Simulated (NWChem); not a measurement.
System: C2H3F2, doublet; SMILES C[C](F)F

The following NWChem deck was run.

```
start job
memory heap 200 mb stack 900 mb global 1100 mb
geometry units angstroms noautosym nocenter noautoz
  C      0.039625     1.391801     0.000000
  C     -0.292284    -0.052668     0.000000
  F      0.071800    -0.721596    -1.087169
  F      0.071800    -0.721596     1.087169
  H      1.136122     1.538731     0.000000
  H     -0.376416     1.874213    -0.894206
  H     -0.376416     1.874213     0.894206
end
basis spherical
  * library def2-svp
end
dft
  odft
  mult 2
  xc b3lyp
  iterations 150
end
cosmo
  do_cosmo_smd true
  solvent water
end
task dft energy
```

In the optimisation the excess spin sits in a' (Cs, its own frame). Coordinates come from a PBE0/def2-SVP, spin-unrestricted optimisation. No stability test was run on the SCF state. Solvent: water.

Solvent water, SMD (1 M gas to 1 M solution), gas-phase geometry. Reactions with the solvent are ignored.

### Question
Give the results of this calculation. (B3LYP/def2-SVP, spin-unrestricted, SMD on the gas-phase geometry.) Quantities: basis functions; solvation free energy (kcal/mol); cavity-dispersion-structure term (kcal/mol); dipole in solution (D).

### Answer
The number of basis functions comes out as 71 and the solvation free energy (kcal/mol) is 1.4. The cavity-dispersion-structure term (kcal/mol) is 3.9 and the dipole in solution (D) is 2.18.
